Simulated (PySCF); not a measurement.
# Shapes and spin states of Re(OH)₂

Computed with PBE0 in PySCF with Re def2-SVP with ECP60, O def2-SVP, H def2-SVP; scalar-relativistic core potentials, no spin–orbit coupling; density-fitted integrals.

Relaxations began from a few typed shapes and spin states; open shells are unrestricted. The search is not exhaustive: other isomers or separated fragments can lie lower, and high-lying points may rest on an excited occupation.

Question: Order these stationary points by electronic energy, lowest first, in kJ/mol from the lowest minimum.
A. quartet C2: O–H 0.965 Å (×2), Re–O 1.870 Å (×2); H–O–Re 128.5° (×2), O–Re–O 159.7°
B. doublet D∞h: O–H 0.958 Å (×2), Re–O 1.791 Å (×2); H–O–Re 180.0° (×2), O–Re–O 180.0°
C. sextet C2h: O–H 0.961 Å (×2), Re–O 1.958 Å (×2); H–O–Re 128.8° (×2), O–Re–O 180.0°

Answer: A (0.0), B (9.0), C (12.4).

Question: Which of them are minima?

Answer: By energy in kJ/mol, 0.0: minimum; 9.0: minimum; 12.4: saddle point, 1 imaginary mode.

For the lowest minimum: open d and f shells are described by one determinant, and the ground state may have another occupation or spin. Spin–orbit coupling, left out here, can matter for elements this heavy.
